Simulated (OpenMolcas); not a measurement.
## Lines of Kr+: computed and rescaled rates

```json
{"Program": "OpenMolcas", "Method": "MS-RASPT2, IPEA 0.25 Eh, imaginary shift 0.1 Eh (closed shells correlated: 3d 4s)", "Basis": "ANO-RCC [9s8p6d4f2g]", "Scalar Hamiltonian": "DKH2, point nucleus", "Active space": "5 electrons in 9 orbitals (RAS2 4p; RAS3 4d 5s, at most 1 electron)", "State averaging": "2S+1 = 2 odd, 3 roots; 2S+1 = 4 even, 18 roots; 2S+1 = 2 even, 54 roots", "Spin-orbit coupling": "RASSI with atomic mean-field integrals over the reference wave functions, term energies averaged over their components"}
```

Rates come from the transition moments of the reference wave functions (E1 and E2 in the length form). At fixed line strength A goes as λ^-3 for E1 and M1 and as λ^-5 for E2, so a rate at the computed wavelength can be rescaled to the measured one. Measured vacuum wavelengths follow from level energies in NIST Handbook of Basic Atomic Spectroscopic Data. Branching counts decays inside the model space alone, at computed energies, and the table is only a selection of the E1 lines, drawn from those between levels with measured partners whose computed energy lies within a factor of 1.5 of the measured one.

```tsv
Upper	Lower	Type	λ computed (nm)	λ measured (nm)	A computed (s-1)	A rescaled (s-1)	Branching %
4s² 4p⁴ 5s ⁴P_1/2	4s² 4p⁵ ²P°_1/2	E1	97.97	89.1	8.56e+07		45.3
4s² 4p⁴ 5s ⁴P_5/2	4s² 4p⁵ ²P°_3/2	E1	97.13	88.63	1.60e+07		100.0
4s² 4p⁴ 5s ²P_1/2	4s² 4p⁵ ²P°_1/2	E1	95.34	86.48	6.55e+08	8.78e+08	32.5
4s² 4p⁴ 4d ⁴D_3/2	4s² 4p⁵ ²P°_1/2	E1	94.27	86.48	1.60e+06		98.7
4s² 4p⁴ 4d ⁴D_1/2	4s² 4p⁵ ²P°_1/2	E1	93.75	85.9	1.46e+07		42.5
4s² 4p⁴ 5s ⁴P_1/2	4s² 4p⁵ ²P°_3/2	E1	93.41	85.03	1.03e+08		54.7
4s² 4p⁴ 5s ²P_1/2	4s² 4p⁵ ²P°_3/2	E1	91.02	82.64	1.36e+09	1.82e+09	67.5
4s² 4p⁴ 4d ⁴D_5/2	4s² 4p⁵ ²P°_3/2	E1	90.46	83.04	5.58e+06		100.0
4s² 4p⁴ 4d ⁴D_3/2	4s² 4p⁵ ²P°_3/2	E1	90.04	82.64	2.08e+04		1.3
4s² 4p⁴ 4d ⁴D_1/2	4s² 4p⁵ ²P°_3/2	E1	89.58	82.12	1.98e+07		57.5
4s² 4p⁴ 5s ²D_3/2	4s² 4p⁵ ²P°_1/2	E1	88.95	81.81	5.90e+08	7.58e+08	100.0
4s² 4p⁴ 4d ⁴F_3/2	4s² 4p⁵ ²P°_1/2	E1	86.02	79.91	1.28e+07		58.9
4s² 4p⁴ 5s ²D_5/2	4s² 4p⁵ ²P°_3/2	E1	85.12	78.21	6.99e+08	9.01e+08	100.0
4s² 4p⁴ 4d ⁴F_5/2	4s² 4p⁵ ²P°_3/2	E1	83.01	77.1	2.97e+07		100.0
4s² 4p⁴ 4d ⁴F_3/2	4s² 4p⁵ ²P°_3/2	E1	82.49	76.62	8.92e+06		41.1
```

Spin-changing lines and M1 lines between different terms are not rescaled, since their strength hangs on the term gaps too.

The largest correction is for 4s² 4p⁴ 5s ²P_1/2 → 4s² 4p⁵ ²P°_1/2 (E1): 6.55e+08 × (95.34 / 86.48)^3 = 8.78e+08 s-1, a factor of 1.34.

The computed order of these levels differs from the measured one in 1 place, and where term gaps are wrong the rates of spin-changing lines can be off by large factors.

No measured rate stands beside these. Rescaling mends the energy factor alone: line strengths can still be far off where a level mixes with configurations outside the active space, and weak or spin-changing lines hang on small mixing coefficients that depend on the term gaps too, so rescaling need not improve them.

CASPT2 does not keep the components of a term degenerate, so their means are used; among the terms shown or strongly mixed into the levels shown the widest spread is 210 cm-1 (4s² 4p⁴ 4d ⁴F). Over all roots computed the reference weight is 0.87 to 0.96; the roots of lowest weight are the least certain, and an intruder state may touch them. ANO sets are built for valence states and can reach diffuse excited orbitals poorly, and with the s shell closed the s pⁿ⁺¹ terms that mix with these levels are absent. Measured partners are found by configuration, term and J. A level has none where our copy of the source lacks it or the pairing is in doubt (some pairs that miss far off the trend of their configuration count as doubtful). Only configurations of the active space appear.

° marks odd parity.
